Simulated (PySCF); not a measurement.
Correlation energy of Cd²⁺ (cadmium, charge +2)

[Kr] 4d9 5s1, high-spin 3D determinant (an excited configuration). Calculation: PySCF 2.14, in ANO-RCC-VTZP; scalar relativity by spin-free X2C-1e. Frozen: [Ar] 3d10; 18 electrons correlated.

```tsv
level	correlation energy (mhartree)
CCSD	-465.25
(T)	-9.61
CCSD(T)	-474.86
```

Diagnostics: T1 = 0.0075, D1 = 0.0261, largest double amplitude 0.017.

Cost of the coupled-cluster step: about 25 core-seconds, for 18 correlated electrons.

Iterations:

```
CC2 = 0
CCSD nocc = (np.int64(10), np.int64(8)), nmo = (54, 54)
frozen orbitals [[0, 1, 2, 3, 4, 5, 6, 7, 8, 9, 10, 11, 12, 13], [0, 1, 2, 3, 4, 5, 6, 7, 8, 9, 10, 11, 12, 13]]
max_cycle = 100
direct = 0
conv_tol = 1e-08
conv_tol_normt = 1e-06
diis_space = 8
diis_start_cycle = 0
Init t2, MP2 energy = -0.473477911627269
Init E_corr(UCCSD) = -0.473477911628035
cycle = 1  E_corr(UCCSD) = -0.457757757850572  dE = 0.0157201538  norm(t1,t2) = 0.0490114
cycle = 2  E_corr(UCCSD) = -0.465077209495331  dE = -0.00731945164  norm(t1,t2) = 0.0102437
cycle = 3  E_corr(UCCSD) = -0.464882272648625  dE = 0.000194936847  norm(t1,t2) = 0.00405253
cycle = 4  E_corr(UCCSD) = -0.465259680240253  dE = -0.000377407592  norm(t1,t2) = 0.00128418
cycle = 5  E_corr(UCCSD) = -0.465261326465467  dE = -1.64622521e-06  norm(t1,t2) = 0.00019446
cycle = 6  E_corr(UCCSD) = -0.465250102723655  dE = 1.12237418e-05  norm(t1,t2) = 6.99163e-05
cycle = 7  E_corr(UCCSD) = -0.465254356498488  dE = -4.25377483e-06  norm(t1,t2) = 2.0722e-05
cycle = 8  E_corr(UCCSD) = -0.465253916226256  dE = 4.40272232e-07  norm(t1,t2) = 5.66761e-06
cycle = 9  E_corr(UCCSD) = -0.465253767344481  dE = 1.48881776e-07  norm(t1,t2) = 1.45133e-06
cycle = 10  E_corr(UCCSD) = -0.465253816227804  dE = -4.88833233e-08  norm(t1,t2) = 3.12306e-07
cycle = 11  E_corr(UCCSD) = -0.465253818552232  dE = -2.32442843e-09  norm(t1,t2) = 9.98733e-08
UCCSD converged
E(UCCSD) = -5590.406169132048  E_corr = -0.4652538185522324
UCCSD(T) correction = -0.00960680791192764
```
